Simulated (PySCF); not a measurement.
Si(H)(Me)(Vi)2, SMILES C=C[SiH](C)C=C (GFN2-xTB optimised geometry):

```
16

Si    -1.006    -0.795     0.000
C     -1.636     1.001     0.000
C      0.882    -0.795     0.000
C      1.641    -1.554    -0.774
C     -1.627    -1.652     1.567
C     -0.877    -2.384     2.376
H     -1.515    -1.509    -1.185
H     -1.263     1.554     0.859
H     -2.721     1.034     0.035
H     -1.320     1.531    -0.894
H      1.375    -0.127     0.698
H      2.721    -1.532    -0.737
H      1.213    -2.238    -1.488
H     -2.676    -1.533     1.812
H     -1.267    -2.861     3.263
H      0.173    -2.539     2.183
```

Calculation: PBE0/def2-TZVP (PySCF).

Problem. What are the frontier orbital energies and the dipole moment?

Solution. HOMO-2 -8.43 eV, HOMO-1 -7.87 eV, HOMO -7.73 eV, LUMO -0.29 eV, LUMO+1 -0.20 eV; dipole moment 0.43 D.

Meta-Löwdin charges at PBE0/def2-TZVP: Si1 0.76, C2 -0.61, C3 -0.35, C4 -0.23, C5 -0.35, C6 -0.23, H7 -0.11, H8 0.13, H9 0.13, H10 0.13, H11 0.12, H12 0.12, H13 0.12, H14 0.12, H15 0.12, H16 0.12.
